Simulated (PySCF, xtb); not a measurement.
Al(H)2(NMe2) (C2H8AlN), SMILES [AlH2][N](C)C.

Harmonic wavenumbers (cm⁻¹) from GFN2-xTB (xtb) at its own minimum, in rising order: 77, 113, 216, 265, 290, 325, 451, 591, 600, 800, 973, 1036, 1086, 1125, 1172, 1256, 1400, 1408, 1467, 1472, 1495, 1503, 1799, 1801, 2889, 2889, 2914, 2921, 2956, 2959.

Problem. What does PBE0-D3(BJ)/def2-SVP (PySCF 2.14.0) give at its own minimum? (The exact figures need the calculation; the answer reports its results.)

Solution. 211, 225, 240, 276, 310, 360, 544, 585, 647, 771, 1038, 1088, 1110, 1167, 1254, 1313, 1428, 1450, 1455, 1458, 1478, 1501, 1939, 1947, 2983, 2989, 3041, 3050, 3132, 3132. Paired by order, the mean absolute difference is 68 cm⁻¹ and the zero-point energies are 57.5 and 60.2 kcal/mol.
